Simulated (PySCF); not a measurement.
# Electric field gradients and quadrupole coupling constants

Si(vinyl)2(OiPr)2, C10H20O2Si.
Structure used (PBE0-D3(BJ)/def2-SVP), in Å, numbered top down from 1:
```xyz
33
C10H20O2Si angstrom
Si     0.6952   -0.3706    0.0973
C      0.8953   -0.4343    1.9521
C      2.0422   -0.7693    2.5560
H      0.0327   -0.1932    2.5892
H      2.9399   -1.0243    1.9804
H      2.1426   -0.8141    3.6467
C      2.3197   -0.6113   -0.7702
C      2.5231   -1.6082   -1.6395
H      3.1427    0.0908   -0.5791
H      1.7288   -2.3288   -1.8616
H      3.4765   -1.7435   -2.1633
O     -0.0531    1.0711   -0.2820
C      0.2430    2.3432    0.2607
C     -1.0635    3.0178    0.6343
C      1.0503    3.1460   -0.7445
H      0.8482    2.2217    1.1819
H     -1.6972    3.1324   -0.2591
H     -0.8875    4.0138    1.0680
H     -1.6141    2.4102    1.3675
H      1.9894    2.6292   -0.9921
H      0.4761    3.2695   -1.6757
H      1.2974    4.1435   -0.3501
O     -0.2972   -1.5668   -0.4719
C     -1.6877   -1.6594   -0.2087
C     -2.0259   -3.1203    0.0145
C     -2.4613   -1.0366   -1.3568
H     -1.9286   -1.0989    0.7171
H     -1.7813   -3.7036   -0.8868
H     -3.0964   -3.2497    0.2343
H     -1.4422   -3.5261    0.8535
H     -2.1723    0.0172   -1.4746
H     -2.2331   -1.5674   -2.2943
H     -3.5463   -1.0917   -1.1788
```

Field gradients from the PBE0/pcSseg-1 density (PySCF, non-relativistic), principal values in atomic units, ordered |Vxx| ≤ |Vyy| ≤ |Vzz|:

| atom | Vxx | Vyy | Vzz |
| --- | --- | --- | --- |
| O12 | -0.4748 | -1.1881 | 1.6629 |
| O23 | -0.4710 | -1.1890 | 1.6601 |

Question: Find the asymmetry η = (Vxx − Vyy)/Vzz and the couplings χ = eQV/h (234.96 MHz × Q in barn × V in au), with Q(17O) = −0.0256 b.

Answer: 
| atom | environment | nucleus | η | χzz (MHz) | χxx (MHz) | χyy (MHz) |
| --- | --- | --- | --- | --- | --- | --- |
| O12 | oxygen bonded to C and Si | 17O | 0.43 | -10.00 | 2.86 | 7.15 |
| O23 | oxygen bonded to C and Si | 17O | 0.43 | -9.99 | 2.83 | 7.15 |

Question: What is Vzz at O12 in SI units (1 au = 9.71736 × 10²¹ V/m²)?

Answer: 1.6629 au = 16.159 × 10²¹ V/m².

Were the hydrogens deuterons (Q(2H) = 0.00286 b), χzz would run from 176 kHz (H16) to 202 kHz (H9, H6, H11 and H4).

Isolated species at its PBE0-D3(BJ)/def2-SVP geometry (one conformer only). With so small a basis the couplings can be 20 % off.

The run behind these numbers computed NMR shieldings as well. Hardware: an Intel Xeon Platinum 8175M at 2.50 GHz with 2 threads, shared host with 96 logical CPUs at a one-minute load of 33. Cost: 2.7 min wall, 6.3 min CPU (with the writing of density and orbital grids), 2.6 GiB resident at most.
